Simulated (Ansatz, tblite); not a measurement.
Removing and adding an electron: Ag(NH3)Cl (AgNClH₃). Charge 0, multiplicity 1. Geometry: PBE-D4/def2-TZVP. Ansatz, gas phase; energy differences of separate SCF runs; the oxidised species was run as a doublet alone; the reduced species was run as a doublet alone.

Cartesian coordinates in Å:
```
Ag 1.161 -0.174 0.411
N -0.850 0.128 -0.301
H -1.160 -0.656 -0.880
H -0.919 0.977 -0.867
H -1.509 0.218 0.476
Cl 3.277 -0.492 1.160
```

In the def2 sets Ag takes a core potential; there is no spin–orbit coupling. The xTB rows come from tblite. HOMO above LUMO, or a gap near zero within one spin, warns that the state may not be the lowest or that an electron is smeared out.

```
               level  −HOMO (eV)  vertical IE (eV)  −LUMO (eV)  vertical EA (eV)  HOMO–LUMO gap (eV)  IE − EA (eV)                                     remarks
            GFN1-xTB       10.70             13.94        5.70              2.55                5.00         11.39                                           –
            GFN2-xTB        9.85             13.36        3.86              1.13                5.99         12.23                                           –
    PBE-D4/def2-TZVP        5.47              9.03        1.92                 –                3.55             –  gap within one spin near zero (+1 doublet)
   PBE-D4/def2-TZVPD        5.57                 –        2.06              0.14                3.50             –                HOMO above zero (-1 doublet)
 r2SCAN-D4/def2-TZVP        5.72              9.10        1.43                 –                4.29             –                                           –
r2SCAN-D4/def2-TZVPD        5.79                 –        1.54              0.06                4.25             –                HOMO above zero (-1 doublet)
   PBE0-D4/def2-TZVP        6.73              9.14        1.13                 –                5.60             –                                           –
  PBE0-D4/def2-TZVPD        6.81                 –        1.31              0.01                5.50             –                HOMO above zero (-1 doublet)
```

   A HOMO above zero means that the electron is unbound at that level or that self-interaction error raises the level; the energy of removing that electron tells which. Raw xTB energy differences between charge states are shifted by several eV; the methods need an empirical correction for them.
